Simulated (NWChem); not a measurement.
CrNH₂S₂Cl; SMILES [NH]=[Cr](=[S])([SH])[Cl]

```xyz
7

Cr     0.0663     0.0204    -0.2319
N      0.0830    -0.0379    -1.8242
H      0.6383    -0.1456    -2.6766
S      1.8858    -0.2370     0.4958
Cl    -0.7560     1.9188     0.3850
S     -1.1373    -1.6941     0.4484
H     -1.9340    -1.7999    -0.6385
```
Atoms are numbered in this order, from 1.

Results from NWChem. Pople sets run with spherical d functions. Structure relaxed at the B3LYP/6-31G* (spherical d) level. Not confirmed as a minimum by frequencies.

Problem. What does the run give for TPSS/6-31G*? Quantities: highest occupied level (eV); orbital gap (eV); dipole (D).

Solution. The highest occupied level (eV) is -6.78 and the orbital gap (eV) is 2.07. The dipole (D) is 3.14.
